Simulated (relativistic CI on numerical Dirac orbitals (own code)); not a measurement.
## Er2+: M4,5 absorption edge

Computed with this model: Dirac-Coulomb-Breit CI, KLI orbitals optimised for each configuration, model QED, valence Slater integrals scaled by 0.8, multiplet model of core-to-valence dipole absorption; configurations [Xe] 4f12 → [Ar] 3d9 4s2 4p6 4d10 4f13 5s2 5p6; 10 K; Lorentzian 0.6 eV and Gaussian 0.4 eV FWHM. Energies are those of the free ion, without screening or charge transfer. The branching ratio is the share of the lower-energy edge in the whole absorption, uncertain by about 0.02 where the edges overlap. S is read from ⟨S²⟩ = S(S + 1).

Computed curve for free ion, scaled to 100 at the maximum (points under 2 are left out and the grid is thinned):

```csv
Energy (eV),Intensity
1401.7,2.1
1401.8,2.3
1402.0,2.8
1402.1,3.1
1402.2,3.5
1402.4,4.7
1402.5,5.6
1402.6,6.8
1402.8,10.6
1402.9,13.7
1403.0,17.8
1403.2,27.3
1403.3,30.7
1403.4,31.7
1403.6,26.6
1403.7,22.6
1403.8,19.1
1404.0,15.5
1404.1,15.2
1404.2,16.0
1404.4,20.8
1404.5,25.5
1404.6,32.4
1404.8,55.6
1404.9,71.3
1405.0,86.8
1405.2,100.0
1405.3,92.9
1405.4,78.9
1405.6,47.8
1405.7,36.0
1405.9,21.2
1406.0,17.0
1406.1,13.9
1406.3,10.2
1406.4,9.1
1406.5,8.4
1406.7,8.1
1406.8,8.5
1406.9,9.4
1407.1,12.6
1407.2,14.4
1407.3,15.5
1407.5,14.3
1407.6,12.3
1407.7,9.9
1407.9,6.2
1408.0,4.9
1408.1,4.0
1408.3,2.9
1408.4,2.5
1408.5,2.2
1446.7,2.2
1446.8,2.9
1446.9,3.8
1447.1,5.2
1447.2,5.3
1447.3,4.8
1447.5,3.2
1447.6,2.4
```

The ground state has S = 0.99, and the centroid lies at 1406.54 eV.
